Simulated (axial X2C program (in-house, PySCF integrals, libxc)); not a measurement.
**Which molecule has these constants?**

All values come from calculations with an axial X2C code built on PySCF integrals, spin-free (one-electron X2C) or two-component (2c: spin–orbit coupling with atomic mean-field Coulomb and Gaunt terms, which also bring small scalar terms), in Dyall basis sets with cores contracted in-house; open shells are unrestricted.

A two-component PBE0 calculation in a Dyall 3-zeta basis gave Re = 1.816 Å, ωe = 627.7 cm⁻¹, Ω = 1.

Question: Which molecule is it?
A. AsF⁻
B. TiF⁻
C. CrF⁻
D. GeF⁻
E. SeF⁻

Answer: B. The others have SeF⁻ 1.844 Å and 551.8 cm⁻¹ (Ω = 0); GeF⁻ 1.841 Å and 510.4 cm⁻¹ (Ω = 1); AsF⁻ 1.835 Å and 537.5 cm⁻¹ (Ω = 3/2); CrF⁻ 1.828 Å and 578.5 cm⁻¹ (Ω = 2).

Each entry is the lowest single determinant of a limited PBE0 search at one distance. De goes to single-determinant-based atoms at the same level (for ions the charge split of lowest energy) and is withheld (n/a) where an atom does not fit its ground term or J level. Main or longest-lived isotopes. One determinant is a doubtful description, or other states lie close, for TiF⁻, GeF⁻, CrF⁻; these need not be ground states, and all values refer to the states named. Some open-shell Ω = 0 determinants are out of reach, so the Ω given for TiF⁻, GeF⁻, CrF⁻ need not be the lowest component. With several unpaired electrons the Ω given is that of one determinant, not necessarily of the lowest component. The functionals have no current term, which raises determinants with orbital currents.
